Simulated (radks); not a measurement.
Results of a calculation; reference values are marked as such.
All-electron atom: Pm in [Xe] 4f3 5d2 6s2 (not the ground configuration).

Level of theory: Dirac Kohn-Sham, PBE, spin-unpolarised, spherical densities, finite nucleus; open shells are shared between the two j in proportion to 2j + 1; Fermi nuclear charge, rms radius 4.962 fm (a radial shooting solver on a logarithmic mesh with Libxc functionals).

Energy parts (hartree):
| part | energy |
|---|---|
| total | -10026.1801 |
| kinetic | 10840.8198 |
| electron-nucleus | -24502.5167 |
| Hartree | 3864.4539 |
| exchange-correlation | -228.9371 |

Orbitals (lengths in bohr, moments of r in powers of bohr):
orbital     occ.  eigenvalue (hartree)      <r^2>
1s1/2          2             -1653.265  0.0007318
2s1/2          2             -269.1324    0.01150
2p1/2          2             -254.8914   0.008392
2p3/2          4             -234.3077   0.009639
3s1/2          2             -59.17774    0.07748
3p1/2          2             -53.07087    0.07258
3p3/2          4             -48.93352    0.07985
3d3/2          4             -38.31497    0.06452
3d5/2          6             -37.41903    0.06657
4s1/2          2             -12.20405     0.3938
4p1/2          2              -9.87442     0.4165
4p3/2          4              -8.96016     0.4554
4d3/2          4              -5.12061     0.5273
4d5/2          6              -4.95611     0.5424
4f5/2    1.28571              -0.51676      1.004
4f7/2    1.71429              -0.49571      1.026
5s1/2          2              -1.78324      2.176
5p1/2          2              -1.12493      2.719
5p3/2          4              -0.98681      3.022
5d3/2        0.8              -0.14852      7.833
5d5/2        1.2              -0.13744      8.284
6s1/2          2              -0.15396      18.11

The highest occupied level is 5d5/2 at -3.740 eV. The electron density at the nucleus is 4.928e+05 e/bohr^3. Summed over all electrons, <r^2> = 87.51 bohr^2, which gives a Langevin (diamagnetic) susceptibility term of -69.3 x 10^-6 cm^3/mol.
